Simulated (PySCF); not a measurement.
Isomers of C13H12, mass 168.094 u with the commonest isotopes. Theory: PySCF 2.14.0, PBE0-D3(BJ)/def2-SVP geometry optimisation, gas phase. One conformer each, none proved a minimum here; rigid rotors.

Problem. Order these by rotational constant C, largest first.
A. `[CH2:1]=[C:2]([CH3:3])[c:4]1[cH:5][cH:6][c:7]2[cH:8][cH:9][cH:10][cH:11][c:12]2[cH:13]1` with C1–C2–C4–C5 146°
B. `[CH3:1][c:2]1[cH:3][cH:4][cH:5][cH:6][c:7]1-[c:8]1[cH:9][cH:10][cH:11][cH:12][cH:13]1` with C6–C7–C8–C9 -124° (2-methylbiphenyl)
C. `[CH2:1]=[CH:2][C:3]1=[CH:4][C@@H:5]2[CH2:6][C@H:7]1[c:8]1[cH:9][cH:10][cH:11][cH:12][c:13]12` with C1–C2–C3–C4 -173°
D. `[cH:1]1[cH:2][cH:3][c:4]([CH2:5][c:6]2[cH:7][cH:8][cH:9][cH:10][cH:11]2)[cH:12][cH:13]1` with C3–C4–C5–C6 129°, C4–C5–C6–C7 -52° (diphenylmethane)
E. `[CH3:1][c:2]1[cH:3][cH:4][c:5](-[c:6]2[cH:7][cH:8][cH:9][cH:10][cH:11]2)[cH:12][cH:13]1` with C4–C5–C6–C7 -143° (4-methylbiphenyl)
F. `[CH3:1][c:2]1[cH:3][cH:4][cH:5][c:6](-[c:7]2[cH:8][cH:9][cH:10][cH:11][cH:12]2)[cH:13]1` with C5–C6–C7–C8 142° (3-methylbiphenyl)
G. `C#C[C@@]1(C)C[C@]12C=CC=C2C#CC`

Solution. C (570.7 MHz), G (494.6 MHz), B (446.9 MHz), D (413.0 MHz), A (403.7 MHz), F (383.7 MHz), E (357.8 MHz).

Problem. Order these by rotational constant A, smallest first.
A. `[CH3:1][c:2]1[cH:3][cH:4][cH:5][cH:6][c:7]1-[c:8]1[cH:9][cH:10][cH:11][cH:12][cH:13]1` with C6–C7–C8–C9 -124°
B. `[CH3:1][c:2]1[cH:3][cH:4][c:5](-[c:6]2[cH:7][cH:8][cH:9][cH:10][cH:11]2)[cH:12][cH:13]1` with C4–C5–C6–C7 -143°
C. `C#C[C@@]1(C)C[C@]12C=CC=C2C#CC`
D. `[CH:1]1=[CH:2][CH2:3][CH:4]=[CH:5][C:6]([c:7]2[cH:8][cH:9][cH:10][cH:11][cH:12]2)=[CH:13]1` with C5–C6–C7–C8 -38°, C1–C2–C3–C4 -67°, C2–C3–C4–C5 69°, C4–C5–C6–C7 153°, C2–C1–C13–C6 33°
E. `[CH2:1]=[C:2]([CH3:3])[c:4]1[cH:5][cH:6][c:7]2[cH:8][cH:9][cH:10][cH:11][c:12]2[cH:13]1` with C1–C2–C4–C5 146° (2-isopropenylnaphthalene)
F. `[cH:1]1[cH:2][cH:3][c:4]([CH2:5][c:6]2[cH:7][cH:8][cH:9][cH:10][cH:11]2)[cH:12][cH:13]1` with C3–C4–C5–C6 129°, C4–C5–C6–C7 -52° (diphenylmethane)
G. `[CH3:1][c:2]1[cH:3][cH:4][cH:5][c:6](-[c:7]2[cH:8][cH:9][cH:10][cH:11][cH:12]2)[cH:13]1` with C5–C6–C7–C8 142°
H. `[CH2:1]=[CH:2][C:3]1=[CH:4][C@@H:5]2[CH2:6][C@H:7]1[c:8]1[cH:9][cH:10][cH:11][cH:12][c:13]12` with C1–C2–C3–C4 -173°
I. `C#C[C@@]1(C)C[C@@]12C=CC=C2C#CC`

Solution. C (1076 MHz), I (1248 MHz), H (1461 MHz), A (1856 MHz), G (2021 MHz), F (2096 MHz), E (2142 MHz), D (2212 MHz), B (2823 MHz).

Problem. Order these by out-of-plane moment Σ m c² = (Ia + Ib − Ic)/2, smallest first.
A. `[CH3:1][c:2]1[cH:3][cH:4][c:5](-[c:6]2[cH:7][cH:8][cH:9][cH:10][cH:11]2)[cH:12][cH:13]1` with C4–C5–C6–C7 -143° (4-methylbiphenyl)
B. `[cH:1]1[cH:2][cH:3][c:4]([CH2:5][c:6]2[cH:7][cH:8][cH:9][cH:10][cH:11]2)[cH:12][cH:13]1` with C3–C4–C5–C6 129°, C4–C5–C6–C7 -52°
C. `[CH:1]1=[CH:2][CH2:3][CH:4]=[CH:5][C:6]([c:7]2[cH:8][cH:9][cH:10][cH:11][cH:12]2)=[CH:13]1` with C5–C6–C7–C8 -38°, C1–C2–C3–C4 -67°, C2–C3–C4–C5 69°, C4–C5–C6–C7 153°, C2–C1–C13–C6 33°
D. `[CH3:1][c:2]1[cH:3][cH:4][cH:5][c:6](-[c:7]2[cH:8][cH:9][cH:10][cH:11][cH:12]2)[cH:13]1` with C5–C6–C7–C8 142° (3-methylbiphenyl)
E. `[CH3:1][c:2]1[cH:3][cH:4][cH:5][cH:6][c:7]1-[c:8]1[cH:9][cH:10][cH:11][cH:12][cH:13]1` with C6–C7–C8–C9 -124°
F. `[CH2:1]=[C:2]([CH3:3])[c:4]1[cH:5][cH:6][c:7]2[cH:8][cH:9][cH:10][cH:11][c:12]2[cH:13]1` with C1–C2–C4–C5 146° (2-isopropenylnaphthalene)
G. `C#C[C@@]1(C)C[C@]12C=CC=C2C#CC`
H. `C#C[C@@]1(C)C[C@@]12C=CC=C2C#CC`
I. `[CH2:1]=[CH:2][C:3]1=[CH:4][C@@H:5]2[CH2:6][C@H:7]1[c:8]1[cH:9][cH:10][cH:11][cH:12][c:13]12` with C1–C2–C3–C4 -173°

Solution. F (14.80 u·Å²), A (19.69 u·Å²), D (25.86 u·Å²), C (26.58 u·Å²), E (52.48 u·Å²), H (55.06 u·Å²), G (73.23 u·Å²), I (92.01 u·Å²), B (107.63 u·Å²).

```tsv
SMILES	point group	Ia (u·Å²)	Ib (u·Å²)	Ic (u·Å²)	κ	μa (D)	μb (D)	μc (D)
Cc1cccc(-c2ccccc2)c1	C1	250.05	1118.81	1317.12	-0.92	0.35	0.29	0.02
c1ccc(Cc2ccccc2)cc1	C2	241.13	1197.71	1223.57	-0.99	0.00	0.11	0.00
Cc1ccc(-c2ccccc2)cc1	–	179.04	1272.68	1412.33	-0.97	0.55	0.01	0.06
C=C(C)c1ccc2ccccc2c1	C1	235.89	1045.44	1251.73	-0.91	0.14	0.32	0.16
C#C[C@@]1(C)C[C@]12C=CC=C2C#CC	C1	469.55	698.64	1021.72	-0.21	0.12	0.82	0.62
C=CC1=C[C@@H]2C[C@H]1c1ccccc12	C1	345.84	723.79	885.60	-0.71	0.28	0.35	0.01
Cc1ccccc1-c1ccccc1	C1	272.29	963.41	1130.74	-0.89	0.20	0.33	0.09
C#C[C@@]1(C)C[C@@]12C=CC=C2C#CC	C1	405.02	844.63	1139.52	-0.61	0.78	0.93	0.40
C1=CCC=CC(c2ccccc2)=C1	C1	228.51	1089.04	1264.38	-0.93	0.35	0.15	0.05
```
